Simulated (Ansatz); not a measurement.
Geometry optimisation, RHF/def2-SVP in Ansatz.

input.yaml

```yaml
crystal:
  periodic: [false, false, false]
  atoms:
    - { symbol: Al, position_ang: [-0.328723, -0.827697, 0.756598] }
    - { symbol: S, position_ang: [1.135683, 2.407715, 0.711836] }
    - { symbol: C, position_ang: [-1.141212, -0.833418, -1.001876] }
    - { symbol: F, position_ang: [-1.165524, -0.675209, 2.169919] }
    - { symbol: H, position_ang: [2.059875, 1.47177, 1.016313] }
    - { symbol: Br, position_ang: [1.971671, -1.346203, 1.031286] }
    - { symbol: H, position_ang: [1.370482, 2.345344, -0.603701] }
    - { symbol: H, position_ang: [-0.445119, -0.453708, -1.754102] }
    - { symbol: H, position_ang: [-2.052627, -0.232163, -1.034964] }
    - { symbol: H, position_ang: [-1.404405, -1.856531, -1.29141] }
basis:
  gaussian: { orbitals: def2-SVP }
hamiltonian:
  xc: hf
relax:
  f_tol: 0.03
  max_steps: 50
```

Run as:

```bash
$ ansatz run input.yaml --threads 2 --pin off --max-ram 3072MiB --backend cpu --events-out ev --progress --plain --runs-dir out
```

Question: Where does it end, and by what steps?

Answer: It converged. The force dipped under the threshold on the way, but the program's further checks kept it going. After 41 steps the energy has fallen by 0.411 eV; H5 moved furthest, 1.51 Å. Joined: Al1–S2.

```
step  energy less start (eV)  largest force component (eV/Å)  accepted
   0                  0.0000                           1.150       yes
   2                 -0.2327                           0.840       yes
   4                 -0.3467                           0.409       yes
   6                 -0.3744                           0.165       yes
   8                 -0.3867                           0.047       yes
  10                 -0.3893                           0.046       yes
  12                 -0.3917                           0.427       yes
  14                 -0.3995                           0.134        no
  16                 -0.4027                           0.184       yes
  18                 -0.4048                           0.133       yes
  20                 -0.4058                           0.049       yes
  22                 -0.4072                           0.052       yes
  24                 -0.3995                           0.567        no
  26                 -0.4074                           0.226        no
  28                 -0.4085                           0.106       yes
  30                 -0.4093                           0.060       yes
  32                 -0.4093                           0.058       yes
  34                 -0.4075                           0.117        no
  36                 -0.4101                           0.040       yes
  38                 -0.4104                           0.059       yes
  40                 -0.4107                           0.129        no
  41                 -0.4108                           0.026       yes
```

```xyz
10
Properties=species:S:1:pos:R:3
Al 0.064 -0.575 0.477
S 0.906 1.921 0.200
C -1.210 -0.798 -0.980
F -0.483 -0.247 2.017
H 0.836 2.208 1.503
Br 2.082 -1.666 0.422
H 2.225 1.711 0.189
H -0.737 -0.679 -1.960
H -2.029 -0.076 -0.911
H -1.654 -1.798 -0.958
```

Whether the end is a true minimum wasn't checked by a vibrational analysis.

Run time: 96 s on 2 threads of Arm Neoverse V2, with other jobs on the host, peak memory 0.29 GiB.
